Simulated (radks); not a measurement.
The holmium ion Ho1.5+, 65.5 electrons, occupied as [Xe] 4f9.5 5d1 6s1 (fractional occupations, a model configuration).

Method: scalar-relativistic Kohn-Sham, PBEsol, spin-unpolarised, spherical densities, finite nucleus; Fermi nuclear charge, rms radius 5.2022 fm; computed with a radial shooting solver on a logarithmic mesh with Libxc functionals.

Energy parts (hartree):
total: -12610.2672
kinetic: 13634.4553
electron-nucleus: -30854.2733
Hartree: 4874.7767
exchange-correlation: -265.2259

Orbitals (lengths in bohr, moments of r in powers of bohr; <r^-3> diverges for s and p1/2; r(max) is where P^2 peaks):
orbital,occ.,eigenvalue (hartree),<r^-3>,r(max)
1s,2,-2039.114,-,0.01312
2s,2,-341.7975,-,0.07465
2p,6,-302.9727,13540,0.06062
3s,2,-77.01948,-,0.2113
3p,6,-65.15217,2898,0.2078
3d,10,-50.07218,386.3,0.1696
4s,2,-15.88302,-,0.4836
4p,6,-11.96824,656.1,0.5051
4d,10,-6.67604,73.66,0.5219
4f,9.5,-0.89426,10.71,0.5166
5s,2,-2.49654,-,1.119
5p,6,-1.54890,90.16,1.269
5d,1,-0.48467,4.466,1.766
6s,1,-0.49433,-,2.927

The highest occupied level is 5d at -13.189 eV. Summed over all electrons, <r^2> = 51.22 bohr^2, which gives a Langevin (diamagnetic) susceptibility term of -40.6 x 10^-6 cm^3/mol. The density falls to 0.001 e/bohr^3 at r = 4.34 bohr. The electron density at the nucleus is 8.462e+05 e/bohr^3 (large components only).
